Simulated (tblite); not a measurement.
Species: C₆H₁₀GeOS.
SMILES with atom numbers: `[CH3:1][CH2:2][O:3][GeH2:4][c:5]1[cH:6][cH:7][cH:8][s:9]1` (hydrogens: H10, H11, H12 on C1; H13, H14 on C2; H15, H16 on Ge4; H17 on C6; H18 on C7; H19 on C8)

Computed with GFN2-xTB (tblite), gas phase: L-BFGS steps from a force-field or distance-geometry start until the largest atomic force falls under 0.01 eV/Å.

At the end of the run (lengths in Å): C5–S9 1.729, O3–Ge4 1.748, Ge4–H15 1.515, Ge4–H16 1.494, C1–H10 1.087, C8–S9 1.716, C7–C8 1.358, C2–O3–Ge4 126.5°, C5–S9–C8 91.5°, Ge4–C5–S9 120.0°, C7–C8–S9 112.0°, C1–C2–O3–Ge4 168°, C2–O3–Ge4–C5 -50°, O3–Ge4–C5–C6 118°, H15–Ge4–C5–C6 -3°, H15–Ge4–O3–C2 69°.

Task: These geometries were met on the way; a selection of coordinates is given. Order them by energy above the end point, lowest first.
A. C5–S9 1.683, O3–Ge4 1.789, Ge4–H15 1.554, Ge4–H16 1.530, C1–H10 1.117, C8–S9 1.688, C7–C8 1.385, C2–O3–Ge4 109.1°, C5–S9–C8 96.1°, Ge4–C5–S9 124.4°, C7–C8–S9 107.8°, C1–C2–O3–Ge4 180°, C2–O3–Ge4–C5 -72°, O3–Ge4–C5–C6 92°, H15–Ge4–C5–C6 -28°, H15–Ge4–O3–C2 47°
B. C5–S9 1.728, O3–Ge4 1.758, Ge4–H15 1.510, Ge4–H16 1.500, C1–H10 1.086, C8–S9 1.715, C7–C8 1.360, C2–O3–Ge4 117.9°, C5–S9–C8 92.0°, Ge4–C5–S9 121.0°, C7–C8–S9 111.7°, C1–C2–O3–Ge4 177°, C2–O3–Ge4–C5 -64°, O3–Ge4–C5–C6 87°, H15–Ge4–C5–C6 -27°, H15–Ge4–O3–C2 50°
C. C5–S9 1.720, O3–Ge4 1.784, Ge4–H15 1.545, Ge4–H16 1.512, C1–H10 1.096, C8–S9 1.716, C7–C8 1.353, C2–O3–Ge4 109.7°, C5–S9–C8 93.3°, Ge4–C5–S9 122.6°, C7–C8–S9 109.7°, C1–C2–O3–Ge4 180°, C2–O3–Ge4–C5 -71°, O3–Ge4–C5–C6 92°, H15–Ge4–C5–C6 -27°, H15–Ge4–O3–C2 47°
D. C5–S9 1.730, O3–Ge4 1.758, Ge4–H15 1.518, Ge4–H16 1.488, C1–H10 1.085, C8–S9 1.714, C7–C8 1.356, C2–O3–Ge4 120.3°, C5–S9–C8 91.4°, Ge4–C5–S9 120.9°, C7–C8–S9 112.2°, C1–C2–O3–Ge4 174°, C2–O3–Ge4–C5 -61°, O3–Ge4–C5–C6 85°, H15–Ge4–C5–C6 -32°, H15–Ge4–O3–C2 57°
E. C5–S9 1.731, O3–Ge4 1.770, Ge4–H15 1.506, Ge4–H16 1.487, C1–H10 1.084, C8–S9 1.714, C7–C8 1.357, C2–O3–Ge4 113.9°, C5–S9–C8 91.3°, Ge4–C5–S9 121.9°, C7–C8–S9 112.4°, C1–C2–O3–Ge4 180°, C2–O3–Ge4–C5 -69°, O3–Ge4–C5–C6 92°, H15–Ge4–C5–C6 -23°, H15–Ge4–O3–C2 47°

Result: D (0.038 eV), B (0.067 eV), E (0.118 eV), C (0.203 eV), A (0.368 eV).

```tsv
step	E above end (eV)	rms distance from the end, all atoms (Å)	largest force (eV/Å)	rms shift of all bonds from the end (Å)
20	0.038	0.490	0.155	0.004
14	0.067	0.508	0.213	0.005
5	0.118	0.530	0.252	0.006
1	0.203	0.534	0.697	0.013
0	0.368	0.535	2.186	0.026
```

Rows stand in the order of the answer.
